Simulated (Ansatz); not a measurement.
Stretching the Be1–H2 bond in BeH2Se (SMILES [BeH][SeH]) (multiplicity 1 held, fragments rigid). Energies count from the point at 1.326 Å.
Geometry at that point (charge 0, multiplicity 1):
```xyz
4

Be    -0.690    -0.761    -1.418
H     -1.209    -1.341    -2.491
Se     0.092     0.160     0.224
H      0.846    -1.065     0.547
```

Restricted levels (R-, RO-) in cc, def2 and unpolarised 6-31G sets keep to the state of the molecule at rest. U- levels take the lowest unrestricted solution at each point, which mixes spins at long bonds. Active spaces are followed from a long bond inwards. Levels need not reach the same state.

Cores are frozen in the correlated methods. Filled d and f shells under p-block atoms count as core.

Codes used: Ansatz (Gaussian basis) for Hartree–Fock, density functionals and correlated methods. Each number belongs to the level named beside it.

Energies in kJ/mol.

| R (Å) | R-MP2/aug-cc-pVTZ | U-CCSD/aug-cc-pVTZ | R-CCSD(T)/aug-cc-pVTZ | CASSCF(2,2)/aug-cc-pVTZ | FIC-NEVPT4(SD) on CASSCF(2,2)/aug-cc-pVTZ | FIC-MRCISD+Q on CASSCF(2,2)/aug-cc-pVTZ |
|---|---|---|---|---|---|---|
| 1.061 | 80 | 81 | 81 | 87 | 81 | 81 |
| 1.193 | 16 | 17 | 17 | 20 | 17 | 17 |
| 1.326 | 0 | 0 | 0 | 0 | 0 | 0 |
| 1.458 | 11 | 11 | 10 | ___ | 10 | 10 |
| 1.591 | 38 | 36 | 36 | ___ | 36 | 36 |
| 1.790 | 93 | 89 | 88 | ___ | 87 | 88 |
| 1.988 | 154 | 145 | 144 | 125 | 143 | 144 |
| 2.320 | 251 | 234 | 230 | 202 | 229 | 230 |
| 2.651 | 335 | 304 | 297 | 262 | 295 | 297 |
| 3.049 | 413 | 359 | 348 | 307 | 347 | 349 |
| 3.579 | 484 | 388 | 373 | 333 | 379 | 381 |
| 4.242 | 528 | 395 | 368 | 342 | 391 | 393 |

Task: Some entries are withheld; supply them.

Result: 
- 1.591, CASSCF(2,2)/aug-cc-pVTZ: 28
- 1.458, CASSCF(2,2)/aug-cc-pVTZ: 6
- 1.790, CASSCF(2,2)/aug-cc-pVTZ: 74

Doubts at one or more of the structures used: a restricted determinant that unrestricted orbitals would lower (R-MP2/aug-cc-pVTZ, R-CCSD(T)/aug-cc-pVTZ); a spin-contaminated determinant (U-CCSD/aug-cc-pVTZ); T1 above 0.05 (U-CCSD/aug-cc-pVTZ, R-CCSD(T)/aug-cc-pVTZ); other coupled-cluster roots lie near (R-CCSD(T)/aug-cc-pVTZ).

Ansatz is a quantum-chemistry and plane-wave program.
